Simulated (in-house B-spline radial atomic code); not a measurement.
Values are calculated unless marked as measured or tabulated.
## Sn in an electron gas of r_s = 2.67: phase shifts, screening, friction and resistivity

A nucleus sits in a uniform electron gas with a rigid positive background. The Kohn-Sham equations are solved self-consistently in the spin-unpolarised LDA (PW92), non-relativistic, on B-splines with outgoing waves at the boundary and partial waves to l = 8. The model has no lattice, no bands and no magnetic solution. Atomic units; δ_l are the phase shifts at the Fermi level, counted so that each bound state adds π, and good to about 0.0005.

The density parameter is r_s = 2.67 bohr, near that of the valence electrons of Cu (1 per atom, density 8.96 g/cm³, mass 63.55 u, which gives r_s = 2.67).

```csv
l,δ_l (rad)
0,13.5013
1,10.7254
2,6.4991
3,0.0456
4,0.0051
5,0.0006
6,0.0002
7,0.0002
8,0.0002
```

Bound levels below the band bottom (hartree): d -17.3, s -4.208, p -2.874, d -0.6705, s -0.1 and deeper ones.

Task: Check the Friedel sum rule, and say where the screening charge sits.

Result: k_F = (9π/4)^(1/3)/r_s = 0.71879. The rule is Z = (2/π) Σ (2l + 1) δ_l. The terms are s 8.595, p 20.484, d 20.687, f 0.203 and 0.039 beyond, in all 50.009 against Z = 50. Bound states hold 10 s, 18 p, 20 d electrons, so the scattering states carry 2.01 in all; where a term is smaller than its bound count, the bound level has drawn weight out of the band.

Task: Find the transport cross section and the electronic stopping of a 10 keV Sn ion (mass 118.71 u).

Result: σ_tr = (4π/k_F²) Σ (l + 1) sin²(δ_l − δ_(l+1)). The terms for l = 0 to 3 are 0.1279, 1.5635, 0.0862, 0.0066, all together 1.7842, so σ_tr = 24.323 × 1.7842 = 43.397 bohr². With n = 3/(4π r_s³) = 0.01254, the friction coefficient is Q = n k_F σ_tr = 0.3912. For v well below v_F = 0.719, dE/dx = Q v; with 24801 eV per u at v = 1, v = √(10000/(24801 × 118.71)) = 0.0583, so dE/dx = 0.02280 hartree/bohr = 11.7 eV/nm. The largest term couples the p and d waves.

Task: What residual resistivity would 1 atomic per cent of such centres give in Cu?

Result: Δρ = k_F n_i σ_tr/n in atomic units of 21.74 μΩ·cm. With one host atom per 1 electron, n_i/n = 0.01/1, so Δρ = 0.7188 × 0.01000 × 43.397 × 21.74 = 6.78 μΩ·cm. This is an atom added to the gas, as on an interstitial site.

Task: On a substitutional site the background of one host ion, a sphere holding 1 charge, is taken out. The phase shifts for l = 0 to 4 become 13.3556, 10.4414, 6.4081, 0.0305, 0.0037. What follows?

Result: The Friedel sum is now 49.00, for Z − 1 = 49. The sum in σ_tr is 1.2914, so σ_tr = 31.41 bohr² and Δρ = 4.91 μΩ·cm per atomic per cent, 0.72 times the value above. A real host ion scatters too, so this model doesn't give zero even for the host's own atom.
